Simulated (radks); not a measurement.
Task: The scandium ion Sc3+, [Ar]. Calculated with a radial shooting solver on a logarithmic mesh with Libxc functionals: non-relativistic Kohn-Sham, LDA (Slater exchange, Perdew-Wang correlation), spin-polarised, spherical densities, point nucleus. Every spin shell is full or empty, so the densities are truly spherical. Functionals are evaluated on that one density, not self-consistently. Rank these exchange functionals by their error against the exact value of the orbitals, and give that value: LDA, PBEsol, revPBE, PW86, OPTX, SOGGA, B86b, APBE, SCAN, Tao-Mo.

Result: Exact: -37.2539 hartree. From best to worst, with 100 (|E| - |E exact|)/|E exact| (equal figures are ties): B86b +0.04, OPTX +0.19, revPBE -0.20, Tao-Mo -0.28, SCAN +0.30, PW86 +0.35, APBE +0.51, PBEsol -3.27, SOGGA -3.31, LDA -7.33.
